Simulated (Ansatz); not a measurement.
Two structures of BAsNH$_{7}$O$_{2}$, closed shell, reached by relaxing down either side of one saddle point (PBE0-D4/def2-TZVP). Energies are electronic, without zero-point energy. Computed with Ansatz 0.2.0 (basis: def2-TZVPP and def2-QZVPP); correlated methods freeze the cores. Filled d shells of the heavier atoms are correlated. The def2 sets are not built for correlating such inner shells, so the correlated values are less sure here. Extrapolation: Hartree–Fock as exp(−7.88 √X), correlation as X^−2.97. First:

B1  (0.649, -0.621, -0.918)
N2  (1.537, -1.439, -1.651)
O3  (-0.261, 0.135, -1.604)
O4  (0.654, -0.546, 0.463)
H5  (-0.505, 2.034, 2.143)
As6  (-1.682, 1.547, 1.320)
H7  (2.239, -2.029, -1.248)
H8  (1.502, -1.466, -2.654)
H9  (-0.816, 0.654, -1.011)
H10  (1.313, -1.098, 0.884)
H11  (-1.957, 0.374, 2.241)
H12  (-2.672, 2.455, 2.035)
(Å)

Second:

```xyz
12
angstrom
B -0.2959 -0.3911 -0.2672
N 1.2369 0.2417 -0.2615
O -0.6339 -0.2587 -1.6445
O -0.1745 -1.7381 0.1858
H 1.5994 0.3369 0.6807
As -1.4939 0.8364 1.0121
H 1.8352 -0.3867 -0.7951
H 1.2354 1.1528 -0.7092
H -1.2325 -0.9599 -1.9056
H -0.5654 -1.8930 1.0447
H -0.5204 0.8919 2.1936
H -0.9901 2.1680 0.4660
```

(1) Which bonds change from the first to the second?

(2) Give the saddle point's structure and its height above each. (To be estimated.)

The T1 diagnostic stays at or below 0.013.

Results:

(1) BNH₄O₂ ([NH2][B]([OH])[OH]) + AsH₃ → BAsH₄O₂ ([OH][B]([OH])[AsH2]) + NH₃ (still joined by a long B–N bond); bonds formed: B1–As6, N2–H5; bonds broken: H5–As6; bonds weakened to dative contacts: B1–N2.

(2) Computed: 1.831 eV above the first and 1.124 eV above the second (CCSD(T) at an estimated basis limit (MP2 extrapolated from triple and quadruple zeta, plus CCSD(T) − MP2 in triple zeta)).
```
12
angstrom
B -0.0780 -0.6854 -0.7128
N 1.1716 0.1980 -0.4722
O -0.5485 -0.5891 -1.9731
O -0.3689 -1.7018 0.1348
H 0.6423 0.8570 0.2348
As -1.3082 1.2966 1.1720
H 1.9595 -0.2837 -0.0449
H 1.4653 0.7079 -1.3021
H -1.3474 -1.1062 -2.1096
H -0.3239 -1.4320 1.0597
H -0.9309 0.3721 2.3417
H -0.3329 2.3665 1.6715
```

Labels in which every atom is bracketed show which atoms are joined, not bond orders.

For scale, one of the runs: CCSD(T)/def2-TZVPP, 270 basis functions, launched by `ansatz run in.yaml --threads 8 --pin off --events-out ev --progress --plain --max-ram 19148MiB`. Time: 3.6 min of wall clock on 8 CPU threads of an Arm Neoverse V1; the host was shared. Peak host memory: 7.6 GiB.
